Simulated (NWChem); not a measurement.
BeICl; SMILES [Cl][Be][I]

Computed with NWChem. All runs use the structure optimised with PBE0/def2-SVP. def2 effective core potentials on I; no spin-orbit coupling. Vertical excitations in the gas phase.

Task: Estimate the computed values for PBE/def2-SVPD, full TDDFT. Quantities: lowest excitation, singlet (eV); lowest state with f > 0.02, singlet (eV); oscillator strength of that bright state; orbital gap (eV).

Result: 
```json
{
 "lowest excitation, singlet (eV)": "5.53",
 "lowest state with f > 0.02, singlet (eV)": "5.85",
 "oscillator_strength_of_that_bright_state": "0.034",
 "orbital gap (eV)": "5.53"
}
```
